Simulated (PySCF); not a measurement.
## An isoelectronic set: 66 electrons

CCSD(T) in PySCF with def2-TZVPPD on every atom (core potentials on In, Sn, Sb, I), for the lowest determinant that a PBE0 search found; no spin–orbit coupling. All have 66 electrons, 10 of them in the valence shells, and the same state, a singlet (closed shell). For ions De leads to the atom and ion picked by measured ionisation energies and electron affinities.

```json
{"species": "GeAs⁻", "difference of nuclear charges": "1", "Re (Å)": "2.181", "ωe (cm⁻¹)": "386", "k (mdyn/Å)": "3.27", "De (eV)": "n/a", "dissociates to": "Ge⁻ + As"}
{"species": "SiSb⁻", "difference of nuclear charges": "37", "Re (Å)": "2.325", "ωe (cm⁻¹)": "446", "k (mdyn/Å)": "2.66", "De (eV)": "n/a", "dissociates to": "Si⁻ + Sb"}
{"species": "GeSe", "difference of nuclear charges": "2", "Re (Å)": "2.153", "ωe (cm⁻¹)": "406", "k (mdyn/Å)": "3.72", "De (eV)": "5.08", "dissociates to": "Ge + Se"}
{"species": "GaBr", "difference of nuclear charges": "4", "Re (Å)": "2.367", "ωe (cm⁻¹)": "272", "k (mdyn/Å)": "1.61", "De (eV)": "4.33", "dissociates to": "Ga + Br"}
{"species": "InCl", "difference of nuclear charges": "32", "Re (Å)": "2.414", "ωe (cm⁻¹)": "317", "k (mdyn/Å)": "1.59", "De (eV)": "4.50", "dissociates to": "In + Cl"}
{"species": "GeBr⁺", "difference of nuclear charges": "3", "Re (Å)": "2.205", "ωe (cm⁻¹)": "375", "k (mdyn/Å)": "3.17", "De (eV)": "4.22", "dissociates to": "Ge⁺ + Br"}
{"species": "SnCl⁺", "difference of nuclear charges": "33", "Re (Å)": "2.262", "ωe (cm⁻¹)": "433", "k (mdyn/Å)": "2.99", "De (eV)": "4.08", "dissociates to": "Sn⁺ + Cl"}
{"species": "SiI⁺", "difference of nuclear charges": "39", "Re (Å)": "2.319", "ωe (cm⁻¹)": "455", "k (mdyn/Å)": "2.79", "De (eV)": "4.16", "dissociates to": "Si⁺ + I"}
```

**Question.** Which member of the whole set has the stiffest bond, and how does it compare with the softest?

**Answer.** GeSe with k = 3.72 mdyn/Å, 2.3 times that of InCl.

Correlated steps freeze the inner cores (9 to 18 orbitals); shallow outer-core shells are correlated. Spin–orbit coupling is left out, which matters for elements this heavy, above all for dissociation energies. For an ion De counts to the pair picked by the measured ionisation energies or electron affinities, which need not be the lowest pair at this level. Where the molecule has an RHF reference, its open-shell atoms are computed with UHF.
